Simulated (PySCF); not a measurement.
# Excitation energy of Co by level of theory

Co [Ar] 3d7 4s2 (4F) → Co [Ar] 3d6 4s2 4p1 (high-spin determinant), as a difference of total energies. Computed with PySCF 2.14 in aug-cc-pVDZ (7s6p4d2f, 59 functions), with the non-relativistic Hamiltonian (point nucleus). Correlated levels: valence: [Ar] frozen. The calculations carry no spin-orbit coupling.

| method | excitation energy (cm⁻¹) |
| --- | --- |
| UHF | 44907 |
| LDA | 63482 |
| PBE | 62805 |
| PBE0 | 59230 |
| r2SCAN | 60800 |
| B3LYP | 61501 |
| B2PLYP | 59134 |
| PBEsol | 62395 |
| MN15 | 59017 |
| MP2 (valence) | 55989 |
| SCS-MP2 (valence) | 56398 |

A first-order spin-orbit estimate (lowest level to lowest level, LS coupling) adds 0.047 eV.

The determinant of the upper state mixes LS terms, which raises its energy above the lowest term, most at the Hartree-Fock and MP2 levels.
